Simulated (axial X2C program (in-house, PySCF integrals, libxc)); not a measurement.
## Low determinants of SrP⁻ at the PBE0 level, 2c

Calculated with an in-house relativistic program for diatomic molecules. Two-component (2c) means X2C with spin–orbit coupling and atomic mean-field two-electron Coulomb and Gaunt terms. Basis: Sr dyall-acv3z [14s13p9d6f1g], P dyall-av3z [9s8p3d2f] (cores contracted in-house); Gaussian nuclei, density fitting, unrestricted open shells. Masses: Sr 87.906 u, P 30.974 u.

Search at 2.770 Å (vertical energies from the lowest determinant):

```csv
ΔE (eV),state,electrons beyond evenly filled partner blocks,"electrons in ±ω = 1/2, 3/2, 5/2, 7/2"
0.00,Ω = 2,"ω = 1/2, ω = 3/2",39 13 2 0
0.08,Ω = 1,"ω = -1/2, ω = 3/2",39 13 2 0
0.11,Ω = 1,2 × ω = 1/2,38 14 2 0
0.44,Ω = 0,none,38 14 2 0
1.09,Ω = 3,2 × ω = 3/2,38 14 2 0
1.17,Ω = 0,none,40 12 2 0
1.45,Ω = 4,"2 × ω = 1/2, 2 × ω = 3/2",38 14 2 0
```

Lowest determinant, Ω = 2 (⟨Sz⟩ = 1.00, ⟨Lz⟩ = 1.00 at PBE0): Re = 2.755 Å, ωe = 253.1 cm⁻¹.

The determinant in row 2 of the search, Ω = 1 (⟨Sz⟩ = 0.00, ⟨Lz⟩ = 1.00 at PBE0), was followed along the bond at PBE0; measured from the minimum of the lowest determinant it gives:

Te = 0.077 eV (619 cm⁻¹), Re = 2.733 Å, ωe = 269.8 cm⁻¹.

Problem. Compare the bond of the determinant in row 2 with that of the lowest one.

Solution. At PBE0 its Re is 0.022 Å shorter and its force constant, which goes as ωe², is 1.14 times that of the lowest determinant. This determinant mixes spin states, so it has no term energy of its own.

The search compares states at one distance, so a state with another bond length can lie lower; it is not exhaustive and yields mostly the lowest determinant of each block pattern, so other components and higher states of one pattern are missing. These are energies of single determinants, not of spin-adapted states; PBE0 term energies can be off by some tenths of an eV, and the functional has no current term. Open-shell Ω = 0 determinants with evenly filled partner blocks cannot be reached by this program, so the Ω shown need not be the lowest component. The lowest determinant need not be the ground state where others lie within half an eV. For an anion, determinants above electron detachment are held by the basis set. The highest occupied level of some functionals is positive through self-interaction error; at Hartree–Fock it is bound.
